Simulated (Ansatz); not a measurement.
BH2(NCO) (CH2BNO). Total charge 0; singlet. Geometry PBE-D4/def2-TZVP; atoms count from 1.

```xyz
6

B    -0.028    1.092   -0.008
H     1.094    1.504    0.123
H    -0.970    1.827   -0.124
N    -0.255   -0.299   -0.028
C     0.000   -1.480    0.007
O     0.159   -2.645    0.030
```

Estimate the Mulliken populations from the PBE0/def2-TZVP orbitals of Ansatz.


```json
{"atom": "B1", "charge (e)": "-0.02"}
{"atom": "H2", "charge (e)": "0.02"}
{"atom": "H3", "charge (e)": "0.02"}
{"atom": "N4", "charge (e)": "-0.11"}
{"atom": "C5", "charge (e)": "0.30"}
{"atom": "O6", "charge (e)": "-0.21"}
```
Mulliken values and Mayer orders depend strongly on the basis.

And the Mayer bond orders between bonded heavy atoms (over 0.3)?

B1–N4 1.26 (1.41 Å); N4–C5 2.04 (1.21 Å); C5–O6 2.12 (1.18 Å).
